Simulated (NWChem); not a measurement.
System: MgH2; SMILES [MgH2]

NWChem input:

```
start job
memory heap 200 mb stack 900 mb global 1100 mb
geometry units angstroms
  Mg     0.000000     0.000000     0.000000
  H      0.000000     0.000000    -1.712508
  H      0.000000     0.000000     1.712508
end
basis spherical
  * library 6-31g*
end
dft
  xc hfexch
  iterations 150
end
driver
  maxiter 120
end
task dft optimize
task dft freq
```

Excerpt of the output:

```
             Northwest Computational Chemistry Package (NWChem) 7.3.0
             --------------------------------------------------------

 ORDER OF PRIMARY AXIS IS BEING SET TO 4
 D4H symmetry detected

 AUTOZ failed to generate good internal coordinates.
 Cartesian coordinates will be used in optimizations.

                             Geometry "geometry" -> ""
                             -------------------------

 Output coordinates in angstroms (scale by  1.889725989 to convert to a.u.)

  No.       Tag          Charge          X              Y              Z
 ---- ---------------- ---------- -------------- -------------- --------------
    1 Mg                  12.0000     0.00000000     0.00000000     0.00000000
    2 H                    1.0000     0.00000000     0.00000000    -1.71250800
    3 H                    1.0000     0.00000000     0.00000000     1.71250800

 Effective nuclear repulsion energy (a.u.)       7.5706756409

      Symmetry information
      --------------------

 Group name             D4h
 Group number             28
 Group order              16
 No. of unique centers     2

  xc_inp: hfexch multiplicative factor not found.

                           NWChem Geometry Optimization
                           ----------------------------

 maximum gradient threshold         (gmax) =   0.000450
 rms gradient threshold             (grms) =   0.000300
 maximum cartesian step threshold   (xmax) =   0.001800
 rms cartesian step threshold       (xrms) =   0.001200
 fixed trust radius                (trust) =   0.300000
 source of zmatrix                         =

          -------------------
          Energy Minimization
          -------------------

 Using diagonal initial Hessian

          --------
          Step   0

                                 NWChem DFT Module
                                 -----------------

 Summary of "ao basis" -> "ao basis" (spherical)
 ------------------------------------------------------------------------------
       Tag                 Description            Shells   Functions and Types
 ---------------- ------------------------------  ------  ---------------------
 Mg                          6-31g*                  8       18   4s3p1d
 H                           6-31g*                  2        2   2s

      Symmetry analysis of basis
      --------------------------

        a1g         7
        a1u         0
        a2g         0
        a2u         5
        b1g         1
        b1u         0
        b2g         1
        b2u         0
        eg          2
        eu          6

            General Information
            -------------------
          SCF calculation type: DFT
          Wavefunction type:  closed shell.
          No. of atoms     :     3
          No. of electrons :    14
           Alpha electrons :     7
            Beta electrons :     7
          Charge           :     0
          Spin multiplicity:     1
          Use of symmetry is: on ; symmetry adaption is: on
          Maximum number of iterations: 150
          AO basis - number of functions:    22
                     number of shells:    12
          Convergence on energy requested:  1.00D-06
          Convergence on density requested:  1.00D-05
          Convergence on gradient requested:  5.00D-04

              XC Information
              --------------
                     Hartree-Fock (Exact) Exchange  1.000

      Superposition of Atomic Density Guess
      -------------------------------------

 Sum of atomic energies:        -200.59168437

      Non-variational initial energy
      ------------------------------

 Total energy =    -200.526093
 1-e energy   =    -295.423272
 2-e energy   =      87.326504
 HOMO         =      -0.296528
 LUMO         =       0.023099

      Symmetry analysis of molecular orbitals - initial
      -------------------------------------------------

 !! scf_movecs_sym_adapt:    2 vectors were symmetry contaminated

  Symmetry fudging
  Numbering of irreducible representations:

     1 a1g         2 a1u         3 a2g         4 a2u         5 b1g
     6 b1u         7 b2g         8 b2u         9 eg         10 eu

  Orbital symmetries:

     1 a1g         2 a1g         3 a2u         4 eu          5 eu
     6 a1g         7 a2u         8 a1g         9 eu         10 eu
    11 a2u        12 a1g        13 eu         14 eu         15 eg
    16 eg         17 a2u

 !! scf_movecs_sym_adapt:    2 vectors were symmetry contaminated

  Symmetry fudging

 !! scf_movecs_sym_adapt:    2 vectors were symmetry contaminated

   convergence    iter        energy       DeltaE   RMS-Dens  Diis-err
 ---------------- ----- ----------------- --------- --------- ---------
 d= 0,ls=0.0,diis     1   -200.7012405101 -2.08D+02  1.25D-02  3.11D-02

 !! scf_movecs_sym_adapt:    2 vectors were symmetry contaminated

  Symmetry fudging

 !! scf_movecs_sym_adapt:    2 vectors were symmetry contaminated

 d= 0,ls=0.0,diis     2   -200.7139024875 -1.27D-02  4.65D-03  2.53D-03

 !! scf_movecs_sym_adapt:    2 vectors were symmetry contaminated

  Symmetry fudging

 !! scf_movecs_sym_adapt:    2 vectors were symmetry contaminated

 d= 0,ls=0.0,diis     3   -200.7151802233 -1.28D-03  2.83D-04  1.49D-05

 !! scf_movecs_sym_adapt:    2 vectors were symmetry contaminated

  Symmetry fudging
 d= 0,ls=0.0,diis     4   -200.7151881258 -7.90D-06  3.41D-05  1.58D-07
 d= 0,ls=0.0,diis     5   -200.7151881816 -5.58D-08  2.83D-06  5.07D-10

         Total DFT energy =     -200.715188181616
      One electron energy =     -295.656880831121
           Coulomb energy =      104.101518561299
    Exchange-Corr. energy =      -16.730501552721
 Nuclear repulsion energy =        7.570675640927

 Numeric. integr. density =        0.000000000000

                  Occupations of the irreducible representations
                  ----------------------------------------------

                     irrep           alpha         beta
                     --------     --------     --------
                     a1g               3.0          3.0
                     a1u               0.0          0.0
                     a2g               0.0          0.0
                     a2u               2.0          2.0
                     b1g               0.0          0.0
                     b1u               0.0          0.0
                     b2g               0.0          0.0
                     b2u               0.0          0.0
                     eg                0.0          0.0
                     eu                2.0          2.0

                       DFT Final Molecular Orbital Analysis
                       ------------------------------------

 Vector    5  Occ=2.000000D+00  E=-2.288365D+00  Symmetry=a2u
              MO Center=  2.9D-32, -5.0D-31,  1.5D-17, r^2= 1.7D-01
   Bfn.  Coefficient  Atom+Function         Bfn.  Coefficient  Atom+Function
  ----- ------------  ---------------      ----- ------------  ---------------
     5      0.995058  1 Mg pz

 Vector    6  Occ=2.000000D+00  E=-4.236953D-01  Symmetry=a1g
              MO Center=  1.3D-18, -2.9D-17,  3.1D-15, r^2= 3.2D+00
   Bfn.  Coefficient  Atom+Function         Bfn.  Coefficient  Atom+Function
  ----- ------------  ---------------      ----- ------------  ---------------
     6      0.370407  1 Mg s                 20      0.235343  2 H  s
    22      0.235343  3 H  s                  2     -0.194435  1 Mg s
    19      0.191661  2 H  s                 21      0.191661  3 H  s
    10      0.183169  1 Mg s                 16      0.107609  1 Mg d  0
     1      0.036531  1 Mg s

 Vector    7  Occ=2.000000D+00  E=-3.701860D-01  Symmetry=a2u
              MO Center=  1.3D-32, -1.9D-32, -3.0D-15, r^2= 3.7D+00
   Bfn.  Coefficient  Atom+Function         Bfn.  Coefficient  Atom+Function
  ----- ------------  ---------------      ----- ------------  ---------------
     9      0.321775  1 Mg pz                20     -0.291537  2 H  s
    22      0.291537  3 H  s                 19     -0.222455  2 H  s
    21      0.222455  3 H  s                  5     -0.154064  1 Mg pz
    13      0.108411  1 Mg pz

 Vector    8  Occ=0.000000D+00  E= 4.786363D-02  Symmetry=eu
              MO Center= -4.7D-17, -2.4D-17,  3.6D-16, r^2= 7.6D+00
   Bfn.  Coefficient  Atom+Function         Bfn.  Coefficient  Atom+Function
  ----- ------------  ---------------      ----- ------------  ---------------
    12      0.818585  1 Mg py                11      0.409918  1 Mg px
     8      0.109271  1 Mg py                 4     -0.085972  1 Mg py
     7      0.054719  1 Mg px                 3     -0.043052  1 Mg px

 Vector    9  Occ=0.000000D+00  E= 4.786363D-02  Symmetry=eu
              MO Center=  1.1D-17, -2.2D-17, -1.0D-16, r^2= 7.6D+00
   Bfn.  Coefficient  Atom+Function         Bfn.  Coefficient  Atom+Function
  ----- ------------  ---------------      ----- ------------  ---------------
    11      0.818585  1 Mg px                12     -0.409918  1 Mg py
     7      0.109271  1 Mg px                 3     -0.085972  1 Mg px
     8     -0.054719  1 Mg py                 4      0.043052  1 Mg py

 Vector   10  Occ=0.000000D+00  E= 9.631727D-02  Symmetry=a1g
              MO Center= -5.2D-18,  1.6D-17,  3.6D-16, r^2= 6.7D+00
   Bfn.  Coefficient  Atom+Function         Bfn.  Coefficient  Atom+Function
  ----- ------------  ---------------      ----- ------------  ---------------
    10      1.501087  1 Mg s                 20     -0.635683  2 H  s
    22     -0.635683  3 H  s                  6     -0.237513  1 Mg s
     2     -0.124717  1 Mg s                 19     -0.105657  2 H  s
    21     -0.105657  3 H  s                 16     -0.036314  1 Mg d  0

     Multipole analysis of the density
     ---------------------------------

     L   x y z        total         alpha         beta         nuclear
     -   - - -        -----         -----         ----         -------
     0   0 0 0     -0.000000     -7.000000     -7.000000     14.000000

     1   1 0 0      0.000000      0.000000      0.000000      0.000000
     1   0 1 0      0.000000      0.000000      0.000000      0.000000
     1   0 0 1     -0.000000     -0.000000     -0.000000      0.000000

     2   2 0 0     -7.819552     -3.909776     -3.909776      0.000000
     2   1 1 0      0.000000      0.000000      0.000000      0.000000
     2   1 0 1      0.000000      0.000000      0.000000      0.000000
     2   0 2 0     -7.819552     -3.909776     -3.909776      0.000000
     2   0 1 1     -0.000000     -0.000000     -0.000000      0.000000
     2   0 0 2    -17.437868    -19.191736    -19.191736     20.945604

[...]

      ----------------------
      Optimization converged
      ----------------------

  Step       Energy      Delta E   Gmax     Grms     Xrms     Xmax
  ---- ---------------- -------- -------- -------- -------- --------
@    2    -200.71519814 -6.9D-10  0.00000  0.00000  0.00003  0.00006
                                     ok       ok       ok       ok

                         Geometry "geometry" -> "geometry"
                         ---------------------------------

 Output coordinates in angstroms (scale by  1.889725989 to convert to a.u.)

  No.       Tag          Charge          X              Y              Z
 ---- ---------------- ---------- -------------- -------------- --------------
    1 Mg                  12.0000     0.00000000     0.00000000     0.00000000
    2 H                    1.0000     0.00000000     0.00000000    -1.71770233
    3 H                    1.0000     0.00000000     0.00000000     1.71770233

 Effective nuclear repulsion energy (a.u.)       7.5477819250

      Symmetry information
      --------------------

 Group name             D4h
 Group number             28
 Group order              16
 No. of unique centers     2

 ==============================================================================
                                internuclear distances
 ------------------------------------------------------------------------------
       center one      |      center two      | atomic units |  angstroms
 ------------------------------------------------------------------------------
    2 H                |   1 Mg               |     3.24599  |     1.71770
    3 H                |   1 Mg               |     3.24599  |     1.71770
 ------------------------------------------------------------------------------
                         number of included internuclear distances:          2
 ==============================================================================

[second-derivative integrals and response iterations left out]

  Vibrational analysis via the FX method

  See chapter 2 in "Molecular Vibrations" by Wilson, Decius and Cross

  Vib: Default input used

 ---------------------------- Atom information ----------------------------
     atom    #        X              Y              Z            mass
 --------------------------------------------------------------------------
    Mg       1  0.0000000D+00  0.0000000D+00  0.0000000D+00  2.3985040D+01
    H        2  0.0000000D+00  0.0000000D+00 -3.2459867D+00  1.0078250D+00
    H        3  0.0000000D+00  0.0000000D+00  3.2459867D+00  1.0078250D+00
 --------------------------------------------------------------------------

[unprojected Hessian and modes left out]

        Vibrational analysis via the FX method
  --- with translations and rotations projected out ---
  --- via the Eckart algorithm                      ---
 Dependent rotation vector no.                    3
  found in ECKART; assuming linear geometry
 Projected Nuclear Hessian trans-rot subspace norm:1.9946D-34
                         (should be close to zero!)

[projected Hessian left out]

 Rotational Constants
 --------------------
 A=   0.000000 cm-1  (  0.000000 K)
 B=   2.834583 cm-1  (  4.078241 K)
 C=   2.834583 cm-1  (  4.078241 K)

 Temperature                      =   298.15K
 frequency scaling parameter      =   1.0000

 Linear Molecule

 Zero-Point correction to Energy  =    6.090 kcal/mol  (  0.009705 au)
 Thermal correction to Energy     =    7.878 kcal/mol  (  0.012555 au)
 Thermal correction to Enthalpy   =    8.470 kcal/mol  (  0.013498 au)

 Total Entropy                    =   46.275 cal/mol-K
   - Translational                =   35.687 cal/mol-K (mol. weight =  26.0007)
   - Rotational                   =    9.135 cal/mol-K (symmetry #  =        2)
   - Vibrational                  =    1.454 cal/mol-K

 Cv (constant volume heat capacity) =    7.658 cal/mol-K
   - Translational                  =    2.979 cal/mol-K
   - Rotational                     =    1.986 cal/mol-K
   - Vibrational                    =    2.692 cal/mol-K

[normal modes left out]

 ----------------------------------------------------------------------------
 Normal Eigenvalue ||           Projected Infra Red Intensities
  Mode   [cm**-1]  || [atomic units] [(debye/angs)**2] [(KM/mol)] [arbitrary]
 ------ ---------- || -------------- ----------------- ---------- -----------
    1       -0.000 ||    0.000000           0.000         0.000       0.000
    2       -0.000 ||    0.000000           0.000         0.000       0.000
    3       -0.000 ||    0.000000           0.000         0.000       0.000
    4        0.000 ||    0.000000           0.000         0.000       0.000
    5        0.000 ||    0.000000           0.000         0.000       0.000
    6      475.933 ||    0.592010          13.658       577.121      32.715
    7      475.933 ||    0.592010          13.658       577.121      32.715
    8     1641.201 ||    0.000000           0.000         0.000       0.000
    9     1669.076 ||    0.444632          10.258       433.450      24.571
 ----------------------------------------------------------------------------
```

Level: Hartree-Fock/6-31G* (spherical d).
